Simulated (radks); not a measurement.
Task: The mean radii <r> (bohr) of the occupied orbitals of an atom or ion are listed with their occupations. Method: Dirac Kohn-Sham, revPBE, spin-unpolarised, spherical densities, finite nucleus; Fermi nuclear charge, rms radius of each element as measured or else 0.836 A^(1/3) + 0.57 fm; computed with a radial shooting solver on a logarithmic mesh with Libxc functionals.

orbital     occ.      <r>
1s1/2          2  0.02605
2s1/2          2   0.1083
2p1/2    1.33333  0.09067
2p3/2    2.66667  0.09613
3d3/2        0.4   0.2139
3d5/2        0.6   0.2165

Name the element and its charge. Open shells, if any, are shared by 2j + 1.

Result: Z = 55, caesium, charge +46: Cs46+ in [He] 2s2 2p4 3d1. The 1s radius gives Z: for a bare nucleus <r> = (2 gamma + 1)/(2Z) with gamma = sqrt(1 - (Z/c)^2), 0.02574 bohr for Z = 55, and screening makes it slightly larger (0.02605 here). The occupations add up to 9, and the charge is Z minus that.
